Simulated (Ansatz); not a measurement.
```yaml
crystal:
  periodic: [false, false, false]
  atoms:
    - {symbol: C, position_ang: [0.959854, 0.423068, 4.442485]}
    - {symbol: C, position_ang: [1.001242, 0.126034, 1.508393]}
    - {symbol: Si, position_ang: [0.210377, -0.943397, -0.755957]}
    - {symbol: C, position_ang: [-1.980826, 0.939701, -3.134966]}
    - {symbol: N, position_ang: [-3.701402, 2.078070, -3.377529]}
    - {symbol: H, position_ang: [0.778798, 0.527257, 6.153407]}
    - {symbol: H, position_ang: [2.523365, -0.180473, -3.293694]}
    - {symbol: H, position_ang: [-0.883705, -3.577309, -1.446089]}
basis:
  gaussian: {orbitals: ANO-RCC-VTZP, point_charges: [{charge: -1.00, position_ang: [6.122, -0.522, -0.103]}]}
hamiltonian: {xc: {name: wPBEh}}
```

```sh
$ ansatz run in.yaml --threads 2 --pin off --events-out ev --progress --plain --max-ram 4352MiB
```

It prints (some lines left out):

```
Functional definition: wPBEh
1414 factors; their error is unknown
110 factors; integrals over basis functions are off by at most 7.1e-6 eV
mean field evaluation 1: about -12463.2258 eV, gradient 1.0e2 eV
mean field evaluation 2: about -11954.0104 eV, gradient 2.1e2 eV
mean field evaluation 4: about -12410.0889 eV, gradient 1.3e2 eV
mean field evaluation 8: about -12497.6660 eV, gradient 2.4e1 eV
mean field evaluation 16: about -12501.0326 eV, gradient 2.3e0 eV
mean field evaluation 32: about -12501.1305 eV, gradient 9.0e-5 eV
mean field -12501.13054658 eV, -459.4080740162 hartree, gradient 3.4e-6 eV, S^2 0.000000; 10 other end points of the search recorded, 0 dependent functions left out
reference -12501.13065391 eV, -459.4080779605 hartree; 21, 21 occupied and 175, 175 virtual orbitals, 1414 factors
Total energy: -12501.13065391 eV, -459.4080779605 hartree
Relativity: scalar
```

In this input the coordinates are in bohr but typed as ångström. Self-consistency was reached. The result belongs to that input, not to the molecule as meant.
